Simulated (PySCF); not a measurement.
Vertical excitations of a molecule C₅H₆O from TDA-LC-ωPBE/def2-SVPD in PySCF, as energy in eV (oscillator strength): 4.51 (0.000), 6.50 (0.000), 6.85 (0.004), 6.88 (0.002), 7.78 (0.008), 8.10 (0.015), 8.27 (0.002), 8.34 (0.048), 8.53 (0.070), 8.80 (0.222). Lowest triplet (TDA): 3.89 eV. The structure is a stationary point at r2SCAN-D4/def2-SVP. Other conformers were not sampled.

Pick the molecule that these values belong to.
(A) O=C[C@@H]1C=CC1
(B) C=C=COC=C
(C) C#CCC(C)=O
(D) C=C=C1COC1

C, C#CCC(C)=O
